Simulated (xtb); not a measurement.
Cl$_{4}$Se (SMILES Cl[Se](Cl)(Cl)Cl), singlet, geometry from GFN2-xTB, atoms displaced at random by about 0.06 Å a coordinate; GFN2-xTB in xtb.

The xtb input:
```
$ xtb mol.xyz --gfn 2 --chrg 0 --uhf 0 --opt --json

# file mol.xyz
5

Se    -0.03732460    -0.01734384     0.46331717
Cl     1.04964853    -1.27033625    -0.75339755
Cl     1.86516015     1.47676400     0.42396656
Cl    -1.07771422     1.32189661    -0.76723913
Cl    -1.83411621    -1.43353009     0.41564155
```

**Question.** Write the output that xtb gives for this input, abridged.

**Answer.** 
```
   ID    Z sym.   atoms
    1   34 Se     1
    2   17 Cl     2-5

           -------------------------------------------------
          |                Calculation Setup                |
           -------------------------------------------------

           -------------------------------------------------
          |                 G F N 2 - x T B                 |
           -------------------------------------------------

          ...................................................
          :                      SETUP                      :
          :.................................................:
          :  # basis functions                  50          :
          :  # atomic orbitals                  45          :
          :  # shells                           15          :
          :  # electrons                        34          :
          :  max. iterations                   250          :
          :  Hamiltonian                  GFN2-xTB          :
          :  restarted?                      false          :
          :  GBSA solvation                  false          :
          :  PC potential                    false          :
          :  electronic temp.          300.0000000     K    :
          :  accuracy                    1.0000000          :
          :  -> integral cutoff          0.2500000E+02      :
          :  -> integral neglect         0.1000000E-07      :
          :  -> SCF convergence          0.1000000E-05 Eh   :
          :  -> wf. convergence          0.1000000E-03 e    :
          :  Broyden damping             0.4000000          :
          :  net charge                          0          :
          :  unpaired electrons                  0          :
          ...................................................

 iter      E             dE          RMSdq      gap      omega  full diag
   1    -21.3650005 -0.213650E+02  0.827E+00    4.84       0.0  T
   2    -21.4291213 -0.641208E-01  0.471E+00    3.58       1.0  T
   3    -21.4322939 -0.317263E-02  0.309E+00    3.05       1.0  T
   4    -21.4328221 -0.528188E-03  0.453E-01    2.82       1.0  T
   5    -21.4329586 -0.136506E-03  0.318E-01    2.82       1.0  T
   6    -21.4329907 -0.321407E-04  0.208E-01    2.87       1.0  T
   7    -21.4330444 -0.536806E-04  0.108E-01    2.85       1.0  T
   8    -21.4330579 -0.135138E-04  0.803E-02    2.86       1.0  T
   9    -21.4330571  0.800355E-06  0.905E-02    2.83       1.0  T
  10    -21.4330707 -0.135863E-04  0.251E-02    2.86       1.8  T
  11    -21.4330714 -0.684950E-06  0.221E-02    2.86       2.0  T
  12    -21.4330722 -0.841988E-06  0.644E-03    2.85       6.9  T
  13    -21.4330723 -0.699571E-07  0.314E-03    2.85      14.2  T
  14    -21.4330723 -0.167000E-07  0.291E-03    2.85      15.4  T
  15    -21.4330723 -0.167920E-07  0.105E-03    2.85      42.5  T
  16    -21.4330723 -0.313845E-08  0.967E-04    2.85      46.2  T
  17    -21.4330723 -0.283102E-09  0.781E-04    2.85      57.3  T

   *** convergence criteria satisfied after 17 iterations ***

         :::::::::::::::::::::::::::::::::::::::::::::::::::::
         ::                     SUMMARY                     ::
         :::::::::::::::::::::::::::::::::::::::::::::::::::::
         :: total energy             -21.427659580495 Eh    ::
         :: gradient norm              0.030712113507 Eh/a0 ::
         :: HOMO-LUMO gap              2.853609070410 eV    ::
         ::.................................................::
         :: SCC energy               -21.433069888711 Eh    ::
         :: -> isotropic ES            0.029646414955 Eh    ::
         :: -> anisotropic ES          0.003385700406 Eh    ::
         :: -> anisotropic XC          0.001496797125 Eh    ::
         :: -> dispersion             -0.007436406811 Eh    ::
         :: repulsion energy           0.005410308216 Eh    ::
         :: add. restraining           0.000000000000 Eh    ::
         :: total charge               0.000000000000 e     ::
         :::::::::::::::::::::::::::::::::::::::::::::::::::::

      -----------------------------------------------------------
     |                   =====================                   |
     |                        A N C O P T                        |
     |                   =====================                   |
     |               Approximate Normal Coordinate               |
     |                Rational Function Optimizer                |
      -----------------------------------------------------------
      -----------------------------------------------------------
     |                   =====================                   |
     |                        A N C O P T                        |
     |                   =====================                   |
     |               Approximate Normal Coordinate               |
     |                Rational Function Optimizer                |
      -----------------------------------------------------------

          ...................................................
          :                      SETUP                      :
          :.................................................:
          :   optimization level            normal          :
          :   max. optcycles                   200          :
          :   ANC micro-cycles                  20          :
          :   degrees of freedom                 9          :
          :.................................................:
          :   RF solver                   davidson          :
          :   write xtbopt.log                true          :
          :   linear?                        false          :
          :   energy convergence         0.5000000E-05 Eh   :
          :   grad. convergence          0.1000000E-02 Eh/α :
          :   maxmium RF displ.          1.0000000          :
          :   Hlow (freq-cutoff)         0.1000000E-01      :
          :   Hmax (freq-cutoff)         5.0000000          :
[...]
 * total energy  :   -21.4276596 Eh     change       -0.1234017E-08 Eh
 * total energy  :   -21.4295403 Eh     change       -0.1880687E-02 Eh
 * total energy  :   -21.4297692 Eh     change       -0.2289498E-03 Eh
 * total energy  :   -21.4299272 Eh     change       -0.1580006E-03 Eh
 * total energy  :   -21.4297890 Eh     change        0.1382365E-03 Eh
 * total energy  :   -21.4300401 Eh     change       -0.2511071E-03 Eh
 * total energy  :   -21.4300439 Eh     change       -0.3800936E-05 Eh
 * total energy  :   -21.4300798 Eh     change       -0.3594647E-04 Eh
 * total energy  :   -21.4300513 Eh     change        0.2850683E-04 Eh
 * total energy  :   -21.4300829 Eh     change       -0.3153429E-04 Eh
 * total energy  :   -21.4300856 Eh     change       -0.2735780E-05 Eh
   *** GEOMETRY OPTIMIZATION CONVERGED AFTER 11 ITERATIONS ***
[...]

 iter      E             dE          RMSdq      gap      omega  full diag
   1    -21.4339541 -0.214340E+02  0.208E-04    2.61       0.0  T
   2    -21.4339541 -0.334630E-10  0.191E-04    2.61     234.7  T
   3    -21.4339541 -0.147026E-09  0.113E-04    2.61     395.7  T

   *** convergence criteria satisfied after 3 iterations ***

         :::::::::::::::::::::::::::::::::::::::::::::::::::::
         ::                     SUMMARY                     ::
         :::::::::::::::::::::::::::::::::::::::::::::::::::::
         :: total energy             -21.430085600998 Eh    ::
         :: gradient norm              0.000491118940 Eh/a0 ::
         :: HOMO-LUMO gap              2.606070934563 eV    ::
         ::.................................................::
         :: SCC energy               -21.433951529984 Eh    ::
         :: -> isotropic ES            0.026605265448 Eh    ::
         :: -> anisotropic ES          0.003577122050 Eh    ::
         :: -> anisotropic XC          0.002091508181 Eh    ::
         :: -> dispersion             -0.007446386855 Eh    ::
         :: repulsion energy           0.003865928986 Eh    ::
         :: add. restraining           0.000000000000 Eh    ::
         :: total charge              -0.000000000000 e     ::
         :::::::::::::::::::::::::::::::::::::::::::::::::::::

           -------------------------------------------------
          |                Property Printout                |
           -------------------------------------------------

    * Orbital Energies and Occupations

         #    Occupation            Energy/Eh            Energy/eV
      -------------------------------------------------------------
         1        2.0000           -1.1218219             -30.5263
       ...           ...                  ...                  ...
         5        2.0000           -0.8036412             -21.8682
         6        2.0000           -0.5836631             -15.8823
         7        2.0000           -0.5658832             -15.3985
         8        2.0000           -0.5552456             -15.1090
         9        2.0000           -0.5123815             -13.9426
        10        2.0000           -0.5103422             -13.8871
        11        2.0000           -0.5027334             -13.6801
        12        2.0000           -0.4924704             -13.4008
        13        2.0000           -0.4473253             -12.1723
        14        2.0000           -0.4457608             -12.1298
        15        2.0000           -0.4453561             -12.1188
        16        2.0000           -0.4434750             -12.0676
        17        2.0000           -0.4316342             -11.7454 (HOMO)
        18                         -0.3358629              -9.1393 (LUMO)
        19                         -0.3051759              -8.3043
        20                         -0.2770601              -7.5392
        21                         -0.0635639              -1.7297
        22                         -0.0607957              -1.6543
        23                         -0.0601230              -1.6360
        24                         -0.0578765              -1.5749
        25                         -0.0568223              -1.5462
        26                         -0.0565991              -1.5401
        27                         -0.0564851              -1.5370
        28                         -0.0535493              -1.4572
       ...                                ...                  ...
        45                          1.4486755              39.4205
      -------------------------------------------------------------
                  HL-Gap            0.0957713 Eh            2.6061 eV
             Fermi-level           -0.3837485 Eh          -10.4423 eV

     #   Z          covCN         q      C6AA      α(0)
     1  34 Se       3.493     0.223   228.415    26.335
     2  17 Cl       0.938     0.102    96.189    15.004
     3  17 Cl       0.905    -0.214   105.888    15.743
     4  17 Cl       0.938     0.102    96.190    15.004
     5  17 Cl       0.906    -0.213   105.839    15.739

 Mol. C6AA /au·bohr⁶  :       3050.551317
 Mol. C8AA /au·bohr⁸  :     149401.476815
 Mol. α(0) /au        :         87.824975

Wiberg/Mayer (AO) data.
largest (>0.10) Wiberg bond orders for each atom

 ---------------------------------------------------------------------------
     #   Z sym  total        # sym  WBO       # sym  WBO       # sym  WBO
 ---------------------------------------------------------------------------
     1  34 Se   4.504 --     2 Cl   1.316     4 Cl   1.316     5 Cl   0.937
                             3 Cl   0.935
     2  17 Cl   1.515 --     1 Se   1.316
     3  17 Cl   1.206 --     1 Se   0.935     5 Cl   0.153
     4  17 Cl   1.515 --     1 Se   1.316
     5  17 Cl   1.208 --     1 Se   0.937     3 Cl   0.153
 ---------------------------------------------------------------------------

Topologies differ in total number of bonds
Writing topology from bond orders to xtbtopo.mol

molecular dipole:
                 x           y           z       tot (Debye)
 q only:       -0.005      -0.004      -0.458
   full:       -0.004      -0.003      -0.382       0.971
molecular quadrupole (traceless):
                xx          xy          yy          xz          yz          zz
 q only:       -3.441      -7.542       0.001      -0.019      -0.038       3.441
  q+dip:       -3.763      -7.983      -0.127      -0.022      -0.036       3.890
   full:       -3.864      -8.357      -0.056      -0.023      -0.036       3.921

optimized geometry written to: xtbopt.xyz

           -------------------------------------------------
          | TOTAL ENERGY              -21.430085600998 Eh   |
          | GRADIENT NORM               0.000491118940 Eh/α |
          | HOMO-LUMO GAP               2.606070934563 eV   |
           -------------------------------------------------

normal termination of xtb
```
